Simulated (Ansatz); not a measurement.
H2OPb (SMILES [OH][PbH]) moved off its minimum; all values from Ansatz (a quantum-chemistry and plane-wave program), cores frozen in correlated methods. Elements past Kr take the def2 small-core potentials, without spin–orbit coupling.
(charge 0, multiplicity 1)
```xyz
4

Pb    -0.14367    -0.04140     0.14716
H     -1.51447     0.05413    -1.17234
O      1.34433     0.81670    -1.05892
H      0.98230     1.15976    -1.88196
```

Q: Give the forces (eV/Å), the total energy and the dipole at CCSD(T)/def2-TZVPPD.

A: 
```csv
atom,Fx,Fy,Fz
Pb1,-0.249,-0.154,0.044
H2,0.158,0.048,0.111
O3,0.037,0.164,-0.098
H4,0.054,-0.059,-0.057
```
Energy -268.2494 hartree, dipole 2.08 D.
